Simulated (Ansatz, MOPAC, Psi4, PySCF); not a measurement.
Dimer: H2O (SMILES O) (first 3 atoms) with CH2O (SMILES C=O); geometry from B3LYP-D3(BJ)/def2-TZVP, rigid monomers moved along the line of their centres of mass till H2···O5 is 2.78 Å.
(charge 0, multiplicity 1):
```xyz
7

O      0.2747    -0.1146     0.5396
H     -0.4627    -0.4410     1.0783
H     -0.0426    -0.1115    -0.3678
C     -0.6184    -0.4491     4.3228
O     -1.4973    -0.8732     3.6175
H      0.3018    -0.0116     3.9003
H     -0.7009    -0.4823     5.4239
```

Counterpoise-corrected where a basis set is named; no monomer relaxation. Rows marked so take none.

Correlated levels freeze the cores. CBS(a, b) extrapolates the correlation energy as X⁻³ and adds the Hartree–Fock energy of set b. Rows in 6-31G*, STO-3G carry no dispersion term and start afresh at each structure (6-31G* with six Cartesian d functions). The state that AM1, PM7 reach isn't checked; PM7 holds dispersion and hydrogen-bond terms.

Codes used: Ansatz (an electronic-structure program); MOPAC for AM1, PM7 (differences of heats of formation); Psi4 for SAPT; PySCF for 6-31G* rows, STO-3G rows. 

```json
[
 {"level": "AM1", "interaction energy (kJ/mol)": "-6.5"},
 {"level": "PM7", "interaction energy (kJ/mol)": "-13.1"},
 {"level": "HF/STO-3G (no counterpoise)", "interaction energy (kJ/mol)": "-5.0"},
 {"level": "PBE/def2-TZVPPD", "interaction energy (kJ/mol)": "-10.8"},
 {"level": "PBE0/def2-TZVPPD", "interaction energy (kJ/mol)": "-11.0"},
 {"level": "M06-2X/6-31G* (no counterpoise)", "interaction energy (kJ/mol)": "(withheld)"},
 {"level": "CCSD/aug-cc-pVTZ", "interaction energy (kJ/mol)": "-11.6"},
 {"level": "CCSD(T)/CBS(aug-cc-pVDZ, aug-cc-pVTZ)", "interaction energy (kJ/mol)": "-12.0"},
 {"level": "SAPT0/jun-cc-pV(D+d)Z", "interaction energy (kJ/mol)": "-13.3"}
]
```

Q: Complete the blanks.

A: 
- M06-2X/6-31G* (no counterpoise), interaction energy (kJ/mol): -14.9
